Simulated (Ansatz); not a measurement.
BFH$_{6}$SSi$_{2}$. The species carries charge 0 and has multiplicity 1. The bonds changed during the relaxation, so this is another structure than the one it started from.

```xyz
11

B     0.3576   -1.2845   -0.4796
Si   -0.9894    0.1729   -0.9232
Si    0.4572    1.3103    0.4605
F     0.1513    2.4114    1.5788
S     0.7796   -0.6902    1.4036
H    -0.0148   -2.4236   -0.4228
H     1.4210   -1.1228   -1.0249
H    -2.2778    0.0606   -0.1782
H    -1.2416    0.7328   -2.2780
H     1.8178    1.5811   -0.0653
H    -0.4608   -0.7478    1.9290
```

Question: List the harmonic frequencies (cm⁻¹, unscaled) at PBE0-D4/def2-TZVP in Ansatz. (Best estimate.)

Answer: Ansatz gave: 117, 174, 194, 219, 345, 413, 449, 475, 536, 552, 574, 640, 668, 746, 798, 815, 880, 894, 932, 967, 1118, 2192, 2221, 2237, 2519, 2601, 2669.

Question: Is this a minimum?

Answer: Yes, all 27 modes are real.

Question: Give the ideal-gas thermochemistry at 298.15 K and 1 bar (rigid rotor, harmonic oscillator; point group C1, symmetry number 1).

Answer: Zero-point energy 161.2 kJ/mol; H(298) − E = 183.9 kJ/mol; entropy 356.6 J/(mol·K), of which translation 169.0, rotation 116.9, vibration 70.7; G(298) − E = 77.6 kJ/mol.

Question: And at 400, 500, 600, 800 and 1000 K?

Answer: 
```
T (K)  H − E (kJ/mol)  S (J/mol/K)  G − E (kJ/mol)
  400           198.3        397.9            39.1
  500           214.4        433.9            -2.5
  600           232.1        466.1           -47.5
  800           270.8        521.6          -146.5
 1000           312.7        568.3          -255.6
```
